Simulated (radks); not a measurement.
Question: Be III, 2 electrons, occupied as [He] (the NIST ground configuration). Calculated with a radial shooting solver on a logarithmic mesh with Libxc functionals: Dirac Kohn-Sham, LDA (Slater exchange, Perdew-Wang correlation), spin-unpolarised, spherical densities, finite nucleus; Fermi nuclear charge, rms radius 2.519 fm. Some entries of the table are withheld. Estimate them.

orbital  occ.  eigenvalue (eV)  <r^2> (bohr^2)  r(max) (bohr)
1s1/2       2        -130.8035             (1)         0.2677
2s1/2       0         -20.3472             (2)            (3)
2p1/2       0              (4)             (5)            (6)
2p3/2       0              (7)             (8)            (9)

Answer: 
(1) 1s1/2 <r^2> (bohr^2): 0.2404
(2) 2s1/2 <r^2> (bohr^2): 5.061
(3) 2s1/2 r(max) (bohr): 1.714
(4) 2p1/2 eigenvalue (eV): -16.8970
(5) 2p1/2 <r^2> (bohr^2): 4.803
(6) 2p1/2 r(max) (bohr): 1.522
(7) 2p3/2 eigenvalue (eV): -16.8942
(8) 2p3/2 <r^2> (bohr^2): 4.805
(9) 2p3/2 r(max) (bohr): 1.522
